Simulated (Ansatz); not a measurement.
Total energies of In11P11H28, a nanocrystal cut from wurtzite InP (hydrogen-capped) from Ansatz at PBE0-D4/def2-SVP, gas phase (1 Eh = 27.2114 eV = 2625.5 kJ/mol). The reference geometry is relaxed at PBE-D4/def2-SVP.

Cartesian coordinates in Å:
```
In 0.113 -0.626 4.755
P 0.046 2.043 4.746
In 0.603 -3.417 2.046
P -1.216 -4.185 0.298
P 0.329 -0.909 2.162
In -1.839 -0.216 0.946
In 0.043 3.499 2.575
P -1.795 2.394 1.134
In -1.555 -3.084 -2.073
P -1.642 -0.605 -1.597
In -3.869 -0.012 -2.837
In -1.851 3.791 -1.039
P -3.722 2.624 -2.442
P 2.700 -3.844 0.486
In 2.487 0.171 1.287
P 2.141 2.728 1.306
In 3.093 -2.679 -1.837
P 0.891 -3.565 -2.966
P 2.414 -0.294 -1.289
In 0.379 0.496 -2.735
In 2.529 3.945 -1.007
P 0.335 3.006 -2.140
H -1.482 -1.117 5.245
H 1.638 -1.037 5.487
H -1.047 2.517 5.541
H 1.097 2.567 5.565
H 0.666 -4.504 3.402
H -2.467 -3.996 0.969
H -1.268 -5.615 0.210
H -3.275 -0.927 1.641
H -0.150 5.198 2.886
H -3.015 2.746 1.802
H -2.700 -3.984 -3.023
H -5.212 -0.541 -1.866
H -3.628 -0.228 -4.547
H -2.102 5.500 -0.841
H -4.965 3.122 -1.934
H -3.758 3.315 -3.695
H 2.948 -5.251 0.370
H 3.847 -3.520 1.277
H 3.962 -0.446 1.990
H 3.209 3.191 2.144
H 4.542 -3.193 -2.638
H 1.033 -4.956 -3.281
H 0.921 -3.069 -4.309
H 3.526 0.447 -1.812
H 0.605 0.071 -4.415
H 2.288 5.648 -0.743
H 3.882 3.162 -1.779
H 0.290 3.641 -3.426
```

```json
{"state": "charge 0 singlet", "geometry": "reference", "energy (Eh)": "-5861.12353"}
{"state": "charge 1 doublet", "geometry": "reference", "energy (Eh)": "-5860.84621"}
{"state": "charge -1 doublet", "geometry": "reference", "energy (Eh)": "-5861.14467"}
{"state": "free In atom (doublet)", "geometry": "–", "energy (Eh)": "-190.10951"}
{"state": "free P atom (quartet)", "geometry": "–", "energy (Eh)": "-341.02153"}
{"state": "free H atom (doublet)", "geometry": "–", "energy (Eh)": "-0.50029"}
```

In the def2 sets In takes a core potential; there is no spin–orbit coupling. Single mean-field runs in def2-SVP are fitted with def2-universal-jkfit.

Q: Work out the vertical ionisation energy to the doublet.

A: E(charge 1 doublet) − E(charge 0 singlet) = -5860.84621 − (-5861.12353) = 0.27732 Eh = 7.55 eV. For comparison, −ε of the highest occupied level is 6.55 eV at this level, 1.00 eV less.

Q: Work out the vertical electron affinity, to the doublet.

A: E(charge 0 singlet) − E(charge -1 doublet) = -5861.12353 − (-5861.14467) = 0.02114 Eh = 0.58 eV. The basis lacks diffuse functions, which makes affinities too small.

Q: Give the fundamental gap IE − EA, the Mulliken electronegativity (IE + EA)/2 and the hardness (IE − EA)/2.

A: From the values in Eh: IE − EA = 0.27732 − 0.02114 = 0.25618 Eh = 6.97 eV; (IE + EA)/2 = 4.06 eV; (IE − EA)/2 = 3.49 eV. The HOMO–LUMO gap of the same run is 5.15 eV, 1.82 eV smaller than the fundamental gap.

Q: What is the binding energy per atom against free atoms?

A: Atoms: 11 × (-190.10951) + 11 × (-341.02153) + 28 × (-0.50029) = -5856.44956 Eh. Binding: -5856.44956 − (-5861.12353) = 4.67397 Eh = 127.19 eV, or 2.54 eV for each of 50 atoms (no zero-point energy, no counterpoise term).

At PBE0-D4/def2-SVP the highest occupied level of the charge -1 doublet lies above zero (up to 0.38 eV). By energy differences its removal costs 0.58 eV (vertical, to the charge 0 singlet, at PBE0-D4/def2-SVP); self-interaction error and the lack of diffuse functions both raise the level.
